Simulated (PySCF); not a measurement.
PySCF input file for CH₈Ge₂, SMILES [CH3][GeH2][GeH3], TDDFT-M06-2X/def2-SVPD. Coordinates come from a PBE-D3(BJ)/def2-SVP optimisation. The structure was generated by enumeration, and PubChem lists no compound with its InChIKey, so it may never have been made.

```python
import numpy as np
from pyscf import gto, scf, dft, tdscf

mol = gto.M(
    atom='''
    C    -1.17414511   -2.06304040    0.00000000
    Ge    0.44536347   -0.93573413   -0.00000000
    Ge   -0.14085814    1.43044284   -0.00000000
    H    -0.89273218   -3.13408922   -0.00000000
    H    -1.78503629   -1.85533347   -0.89960282
    H    -1.78503629   -1.85533346    0.89960282
    H     1.30589568   -1.25370618    1.25652216
    H     1.30589568   -1.25370618   -1.25652215
    H    -0.98554050    1.78382366   -1.25520730
    H    -0.98554051    1.78382365    1.25520730
    H     1.12279431    2.33208494    0.00000001
    ''',
    basis='def2-SVPD',
    charge=0,
    spin=0,
    symmetry=True,
    max_memory=1600,
    verbose=4,
)
mf = dft.RKS(mol, xc='m06-2x').density_fit(auxbasis='def2-universal-jkfit')
mf.grids.level = 4
mf.conv_tol = 1e-9
mf.max_cycle = 100
mf.kernel()
mf.grids = dft.Grids(mol).set(level=2).build(with_non0tab=True)  # coarser grid for the response kernel
td = tdscf.TDDFT(mf)
td.singlet = True
td.nstates = 10
td.conv_tol = 1e-4
td.positive_eig_threshold = 1e-6
td.kernel(x0=td.get_init_guess(mf, 15))
td.analyze()
tt = tdscf.TDA(mf)
tt.singlet = False
tt.nstates = 4
tt.conv_tol = 1e-4
tt.positive_eig_threshold = 1e-6
tt.kernel(x0=tt.get_init_guess(mf, 9))
tt.analyze(verbose=3)
```

Log of the run:

```
PySCF version 2.14.0

[INPUT] verbose = 4
[INPUT] num. atoms = 11
[INPUT] num. electrons = 78
[INPUT] charge = 0
[INPUT] spin (= nelec alpha-beta = 2S) = 0
[INPUT] symmetry True subgroup None
[INPUT] Mole.unit = angstrom
[INPUT] Symbol           X                Y                Z      unit          X                Y                Z       unit  Magmom
[INPUT]  1 C     -1.174145110000  -2.063040400000   0.000000000000 AA   -2.218812688397  -3.898581339913   0.000000000000 Bohr   0.0
[INPUT]  2 Ge     0.445363470000  -0.935734130000   0.000000000000 AA    0.841614984186  -1.768281231108   0.000000000000 Bohr   0.0
[INPUT]  3 Ge    -0.140858140000   1.430442840000   0.000000000000 AA   -0.266183307016   2.703145204445   0.000000000000 Bohr   0.0
[INPUT]  4 H     -0.892732180000  -3.134089220000   0.000000000000 AA   -1.687019322786  -5.922570275752   0.000000000000 Bohr   0.0
[INPUT]  5 H     -1.785036290000  -1.855333470000  -0.899602820000 AA   -3.373229710510  -3.506072128039  -1.700002950686 Bohr   0.0
[INPUT]  6 H     -1.785036290000  -1.855333460000   0.899602820000 AA   -3.373229710510  -3.506072109142   1.700002950686 Bohr   0.0
[INPUT]  7 H      1.305895680000  -1.253706180000   1.256522160000 AA    2.467785182453  -2.369161320875   2.374482751847 Bohr   0.0
[INPUT]  8 H      1.305895680000  -1.253706180000  -1.256522150000 AA    2.467785182453  -2.369161320875  -2.374482732950 Bohr   0.0
[INPUT]  9 H     -0.985540500000   1.783823660000  -1.255207300000 AA   -1.862401629667   3.370938171919  -2.371998026555 Bohr   0.0
[INPUT] 10 H     -0.985540510000   1.783823650000   1.255207300000 AA   -1.862401648564   3.370938153022   2.371998026555 Bohr   0.0
[INPUT] 11 H      1.122794310000   2.332084940000   0.000000010000 AA    2.121773740120   4.407001835823   0.000000018897 Bohr   0.0

nuclear repulsion = 431.532412171982
point group symmetry = Cs
symmetry origin: [-4.84545161e-09  1.45363543e-09  4.84545164e-10]
symmetry axis x: [1.00000000e+00 1.03325766e-09 5.55887757e-10]
symmetry axis y: [ 1.03325766e-09 -1.00000000e+00 -5.06289225e-11]
symmetry axis z: [-5.55887757e-10 -5.06289271e-11  1.00000000e+00]
num. orbitals of irrep A' = 102
num. orbitals of irrep A" = 58
number of shells = 68
number of NR pGTOs = 270
number of NR cGTOs = 160
basis = def2-SVPD
ecp = {}


[settings echo left out]
init E= -4194.91051497678
HOMO (A') = -0.294807621665711  LUMO (A') = -0.00910803413988903  gap/eV = 7.77428
cycle= 1 E= -4196.32344138296  delta_E= -1.41  |g|= 0.275  |ddm|=  3.5
HOMO (A') = -0.335302717210285  LUMO (A') = 0.0182785610978283  gap/eV = 9.62144
cycle= 2 E= -4196.33158967196  delta_E= -0.00815  |g|= 0.241  |ddm|= 0.515
HOMO (A') = -0.327063261076548  LUMO (A') = 0.0203682765205122  gap/eV = 9.45409
cycle= 3 E= -4196.34096396654  delta_E= -0.00937  |g|= 0.0201  |ddm|= 0.219
HOMO (A') = -0.325243527851989  LUMO (A') = 0.0218487056303869  gap/eV = 9.44486
cycle= 4 E= -4196.34110952255  delta_E= -0.000146  |g|= 0.0083  |ddm|= 0.0724
HOMO (A') = -0.32628106780617  LUMO (A') = 0.0214359304407785  gap/eV = 9.46186
cycle= 5 E= -4196.34112612714  delta_E= -1.66e-05  |g|= 0.00165  |ddm|= 0.0108
HOMO (A') = -0.326461093522414  LUMO (A') = 0.021391639156223  gap/eV = 9.46555
cycle= 6 E= -4196.34112683619  delta_E= -7.09e-07  |g|= 0.000312  |ddm|= 0.0034
HOMO (A') = -0.326390691851796  LUMO (A') = 0.0214151437359837  gap/eV = 9.46428
cycle= 7 E= -4196.34112687644  delta_E= -4.03e-08  |g|= 6.38e-05  |ddm|= 0.000855
HOMO (A') = -0.326398454465195  LUMO (A') = 0.0214139601505203  gap/eV = 9.46446
cycle= 8 E= -4196.34112687816  delta_E= -1.72e-09  |g|= 1.5e-05  |ddm|= 0.000142
HOMO (A') = -0.326399007254525  LUMO (A') = 0.0214139764625147  gap/eV = 9.46447
cycle= 9 E= -4196.34112687825  delta_E= -9.09e-11  |g|= 4.02e-06  |ddm|= 4.07e-05
HOMO (A') = -0.326399081848276  LUMO (A') = 0.021414001149402  gap/eV = 9.46448
Extra cycle  E= -4196.34112687825  delta_E= -7.28e-12  |g|= 3.36e-06  |ddm|= 1.02e-05
converged SCF energy = -4196.34112687825
tot grids = 80264
Overwritten attributes  positive_eig_threshold  of <class 'pyscf.tdscf.rks.TDDFT'>


******** <class 'pyscf.tdscf.rks.TDDFT'> for <class 'pyscf.df.df_jk.DFSymAdaptedRKS'> ********
nstates = 10 singlet
deg_eia_thresh = 1.000e-03
wfnsym = None
conv_tol = 0.0001
eigh lindep = 1e-12
eigh level_shift = 0
eigh max_cycle = 100


Excitation energies (eV)
[6.93268851 7.1821116  7.35616693 7.39780791 7.8265113  7.97221929
 8.17694989 8.18183614 8.36573386 8.43977742]

** Singlet excitation energies and oscillator strengths **
Excited State   1:   A'      6.93269 eV    178.84 nm  f=0.0377
      39 -> 40       -0.65617
      39 -> 42       -0.16556
      39 -> 46       -0.15181
Excited State   2:   A'      7.18211 eV    172.63 nm  f=0.1114
      39 -> 40       -0.15484
      39 -> 41       -0.56562
      39 -> 42        0.35792
Excited State   3:   A"      7.35617 eV    168.54 nm  f=0.0292
      39 -> 43        0.68247
Excited State   4:   A'      7.39781 eV    167.60 nm  f=0.5001
      39 -> 40        0.12676
      39 -> 41       -0.38634
      39 -> 42       -0.53844
Excited State   5:   A'      7.82651 eV    158.42 nm  f=0.0105
      39 -> 44        0.68000
Excited State   6:   A'      7.97222 eV    155.52 nm  f=0.1378
      36 -> 40       -0.12253
      38 -> 40        0.62154
      38 -> 41       -0.18325
      38 -> 42        0.13006
      39 -> 46       -0.15039
Excited State   7:   A"      8.17695 eV    151.63 nm  f=0.0386
      37 -> 40       -0.45173
      37 -> 41        0.19263
      39 -> 45       -0.45616
Excited State   8:   A"      8.18184 eV    151.54 nm  f=0.0088
      37 -> 40        0.40449
      37 -> 41       -0.16324
      37 -> 42        0.10586
      39 -> 45       -0.50495
Excited State   9:   A'      8.36573 eV    148.20 nm  f=0.0833
      36 -> 41        0.17412
      38 -> 40        0.20864
      38 -> 41        0.59838
      38 -> 48       -0.12575
Excited State  10:   A"      8.43978 eV    146.90 nm  f=0.0589
      35 -> 41        0.15950
      37 -> 40       -0.23224
      37 -> 41       -0.58104
      38 -> 43       -0.14085

** Transition electric dipole moments (AU) **
state          X           Y           Z        Dip. S.      Osc.
  1         0.4602     -0.1018      0.0000      0.2221      0.0377
  2        -0.3113      0.7322     -0.0000      0.6330      0.1114
  3         0.0000     -0.0000     -0.4025      0.1620      0.0292
  4        -0.3034      1.6332      0.0000      2.7595      0.5001
  5        -0.0700      0.2231     -0.0000      0.0547      0.0105
  6        -0.2757     -0.7935      0.0000      0.7056      0.1378
  7         0.0000     -0.0000      0.4391      0.1928      0.0386
  8        -0.0000      0.0000     -0.2101      0.0441      0.0088
  9        -0.6356     -0.0502     -0.0000      0.4065      0.0833
 10        -0.0000      0.0000     -0.5339      0.2850      0.0589

** Transition velocity dipole moments (imaginary part, AU) **
state          X           Y           Z        Dip. S.      Osc.
  1         0.1259     -0.0256     -0.0000      0.0165      0.0432
  2        -0.0895      0.2045     -0.0000      0.0498      0.1258
  3         0.0000     -0.0000     -0.1170      0.0137      0.0338
  4        -0.0878      0.4716     -0.0000      0.2301      0.5642
  5        -0.0204      0.0690     -0.0000      0.0052      0.0120
  6        -0.0873     -0.2459     -0.0000      0.0681      0.1549
  7         0.0000     -0.0000      0.1362      0.0185      0.0411
  8        -0.0000      0.0000     -0.0674      0.0045      0.0101
  9        -0.2092     -0.0165      0.0000      0.0440      0.0955
 10        -0.0000     -0.0000     -0.1769      0.0313      0.0673

** Transition magnetic dipole moments (imaginary part, AU) **
state          X           Y           Z
  1        -0.0000      0.0000      0.3979
  2         0.0000     -0.0000     -0.1283
  3         0.0521     -0.0998      0.0000
  4         0.0000     -0.0000     -0.3689
  5         0.0000     -0.0000      0.4220
  6         0.0000     -0.0000      0.4319
  7        -0.2217      0.5268      0.0000
  8        -0.4644     -0.6352     -0.0000
  9        -0.0000     -0.0000     -0.9593
 10         1.5842      0.6207     -0.0000
Overwritten attributes  positive_eig_threshold  of <class 'pyscf.tdscf.rks.TDA'>


******** <class 'pyscf.tdscf.rks.TDA'> for <class 'pyscf.df.df_jk.DFSymAdaptedRKS'> ********
nstates = 4 triplet
deg_eia_thresh = 1.000e-03
wfnsym = None
conv_tol = 0.0001
eigh lindep = 1e-12
eigh level_shift = 0
eigh max_cycle = 100


Excitation energies (eV)
[6.29398035 6.50014881 6.62809775 6.84024277]

** Triplet excitation energies and oscillator strengths **
Excited State   1:   A'      6.29398 eV    196.99 nm  f=0.0000
Excited State   2:   A'      6.50015 eV    190.74 nm  f=0.0000
Excited State   3:   A"      6.62810 eV    187.06 nm  f=0.0000
Excited State   4:   A'      6.84024 eV    181.26 nm  f=0.0000
```

The calculation finished and met its thresholds.

Cost: roughly 16 core-minutes.
